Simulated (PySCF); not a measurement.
## UHF on Co¹⁴⁺ (cobalt, charge +14)

Configuration: [Ne] 3s2 3p1, 2P determinant. Computed with PySCF 2.14 in an uncontracted even-tempered set (19 s from 0.81 bohr⁻², ratio 2.5; 12 p from 1.1 bohr⁻², ratio 2.5; 5 d from 5.6 bohr⁻², ratio 2.7; 4 f from 8.5 bohr⁻², ratio 2.7), with scalar relativity by spin-free X2C-1e.

| Item | Value |
| --- | --- |
| Total energy | -1301.906674 hartree |
| One-electron energy | -1565.8523 hartree |
| Hartree (Coulomb) energy | 309.9399 hartree |
| Exchange energy | -45.9942 hartree |
| ⟨S²⟩ | 0.7531 |
| ⟨L²⟩ | 2.009 |
| Sum of ⟨r⟩ | 3.917 bohr |
| Sum of ⟨r²⟩ | 1.995 bohr² |
| Traceless quadrupole moment −½Σ⟨3z² − r²⟩ along its main axis | -0.197 e·bohr² |

```csv
shell,electrons,mean orbital energy (hartree),spread (hartree),"rms radius, mean of both spins (bohr)"
1s α,1,-302.59723,0,0.0648
1s β,1,-302.53553,0,0.0648
2s α,1,-51.61679,0,0.272
2s β,1,-51.57210,0,0.272
2p α,3,-46.45053,0.08105,0.245
2p β,3,-46.36595,0.10130,0.245
3s α,1,-17.63774,0,0.703
3s β,1,-17.33266,0,0.703
3p α,1,-16.21957,0,0.700
```

Densities and radii are taken from the X2C orbitals without a picture-change correction, which distorts them close to the nucleus.

Spin-orbit constants ζ (cm⁻¹) from the X2C one-electron operator on these orbitals: bare nucleus, nucleus screened by l(l+1)(2l+1)/3 electrons, and screened by the Breit-Pauli mean field of the electrons.

| shell | bare | screened nucleus | mean field |
| --- | --- | --- | --- |
| 2p | 86220 | 79840 | 77080 |
| 3p | 16520 | 15300 | 14750 |

To first order the Landé constant is A = 14750 cm⁻¹, so the lowest level has J = 1/2 and lies 1.83 eV below the centre of the term.
